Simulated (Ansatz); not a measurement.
Consider the substitution at a C–C bond: `C=C(Br)CF` + `C=CCO` → `C=CCOCF` + `C=CBr`.

Gas-phase electronic energies from Ansatz, PBE0-D4/def2-TZVP geometries. CCSD(T)/CBS is the MP2 limit (def2-TZVPP, def2-QZVPP) plus CCSD(T) − MP2 in def2-TZVPP, frozen cores. For Br outer-core shells are correlated without core-valence functions, which leaves a few kJ/mol of doubt a bond. Scalar relativity is left out up to krypton. One conformer a species, not always the lowest.

| species | CCSD(T)/CBS(def2) energy (Eh) |
| --- | --- |
| `C=C(Br)CF` | -2789.64337 |
| `C=CCO` | -192.90801 |
| `C=CCOCF` | -331.34608 |
| `C=CBr` | -2651.19815 |

Work out ΔE.

ΔE = (-331.34608) + (-2651.19815) − (-2789.64337) − (-192.90801) = 0.00715 Eh = +4.5 kcal/mol.

Largest T1 diagnostic among the species: 0.011.

In def2-TZVPP, CCSD(T) changes the Hartree–Fock value by +2.5 kcal/mol (the triples alone add +0.2 kcal/mol) and MP2 by +3.8 kcal/mol. The D4 term adds +0.8 kcal/mol with B3LYP and +0.4 kcal/mol with PBE0; it sums over pairs of atoms, weighted by their polarisabilities, and B3LYP, whose exchange is more repulsive, gets the larger term.

B3LYP here is the variant with VWN-RPA as its local correlation; programs differ in this.
